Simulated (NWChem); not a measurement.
disulfane (H₂S₂); SMILES SS

```xyz
4

S      0.0352    -1.0357     0.0553
S     -0.0352     1.0357     0.0553
H     -0.9144    -1.2637    -0.8848
H      0.9144     1.2637    -0.8848
```
Atoms are numbered in this order, from 1.

All runs use the structure optimised with PBE0/def2-SVP.

Symmetry labels are those of C2 in the frame above (b1 and b2, or b-type labels, depend on it).

Problem. List the 4 lowest vertical singlet excitations from PBE/def2-TZVPD, TDA (NWChem).

Solution. 
```tsv
state	energy (eV)	oscillator strength	symmetry	leading excitation (squared amplitude)
S1	4.43	0.004	a	HOMO → LUMO (0.99)
S2	4.47	0.011	b	HOMO−1 → LUMO (0.98)
S3	5.50	0.004	a	HOMO−1 → LUMO+1 (0.99)
S4	5.51	0.016	b	HOMO → LUMO+1 (0.99)
```
